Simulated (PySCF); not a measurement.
# Basis-set dependence of InC at HF

PySCF, UHF reference; quartet, unpaired electrons σ ↑, π ↑↑; De to In + C without counterpoise correction.

```
                     basis                           relativity  functions  Re (Å)  ωe (cm⁻¹)  De (eV)  μ (D)
                x2c-SVPall                        spin-free X2C         50   2.237        488     2.05  -2.54
                 def2-SVPD  scalar-relativistic core potentials         52   2.255        473     2.01  -2.62
aug-cc-pVDZ-PP/aug-cc-pVDZ  scalar-relativistic core potentials         55   2.257        465     1.93  -2.79
              x2c-TZVPPall                        spin-free X2C         91   2.232        483     1.99  -2.65
```

**Question.** How does each smaller set differ from the one with most functions, x2c-TZVPPall?

**Answer.** x2c-SVPall: +0.5 pm, +1.0 % in ωe, +0.06 eV in De; def2-SVPD: +2.3 pm, -2.1 % in ωe, +0.02 eV in De; aug-cc-pVDZ-PP/aug-cc-pVDZ: +2.5 pm, -3.7 % in ωe, -0.06 eV in De. All at HF; the set with most functions is neither the basis-set limit nor always the best. The rows treat relativity differently, so the differences are not basis effects alone.

A positive dipole means In(−)C(+). These are scalar-relativistic numbers at best; spin–orbit coupling would shift them, the dissociation energy most. Hartree–Fock leaves out correlation, which carries a large part of most bond energies and some tenths to 1 eV of ionisation energies. The state was picked by a PBE0 search and need not be the measured ground state.
